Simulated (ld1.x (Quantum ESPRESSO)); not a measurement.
Which change was made? (Re, TM semilocal)

Re (Z = 75), norm-conserving Troullier–Martins (semilocal form), made with ld1.x (Quantum ESPRESSO) 7.5 (PBE, scalar-relativistic). Core [Kr] 4d10, reference 4f14 5s2 5p6 5d4 6s0 6p0 (charge +3). Waves: 5s (bound): rc 1.70 bohr; 5p (bound): rc 1.80 bohr; 4f (bound): rc 0.90 bohr; 5d (bound): rc 2.05 bohr. Local part: the d channel. Core correction: a·sin(br)/r model core inside 0.90 bohr.

Cutoffs, loose and tight: the cutoffs (Ry, on a coarse ladder) from which the occupation-weighted sum of valence levels, in a spherical-Bessel basis at the reference potential, stays within 10 and 1 mRy of its value at 400 Ry. They do not see the model core or the augmentation charge, which bear on the density cutoff. Test errors are all-electron minus pseudo excitation energies from the reference, over the configurations 4f14 5s2 5p6 5d5 6s2 6p0; 4f14 5s2 5p6 5d5 6s1 6p0; 4f14 5s2 5p6 5d5 6s0 6p0; 4f14 5s2 5p6 5d5.5 6s1.5 6p0; 4f14 5s2 5p6 5d6 6s1 6p0; 4f14 5s2 5p6 5d5 6s0 6p2; 4f14 5s2 5p6 5d5 6s1 6p1; variants that change the core or the reference have their own tests. The largest error is taken over the tests solved by every variant that gives reliable tests at all, those not shown here included: 4f14 5s2 5p6 5d5 6s0 6p0; 4f14 5s2 5p6 5d5 6s0 6p2; 4f14 5s2 5p6 5d5 6s1 6p0; 4f14 5s2 5p6 5d5 6s1 6p1; 4f14 5s2 5p6 5d5.5 6s1.5 6p0; 4f14 5s2 5p6 5d6 6s1 6p0.

The base gives: outcome: generated; bound ghosts: not determined; largest test error (meV): +3408.

(1) After one change the result is: outcome: generated; bound ghosts: not determined; largest test error (meV): +5705. Which change was it?
A. wave 5s (bound): rc 1.70 bohr becomes 5s (bound): rc 1.36 bohr
B. wave 5s (bound): rc 1.70 bohr becomes 5s (bound): rc 1.88 bohr
C. wave 5s (bound): rc 1.70 bohr becomes 5s (bound): rc 1.18 bohr

Answers

(1) B. The others give: wave 5s (bound): rc 1.70 bohr becomes 5s (bound): rc 1.18 bohr → outcome: generated; bound ghosts: not determined; largest test error (meV): +336 | wave 5s (bound): rc 1.70 bohr becomes 5s (bound): rc 1.36 bohr → outcome: generated; bound ghosts: not determined; largest test error (meV): +695.
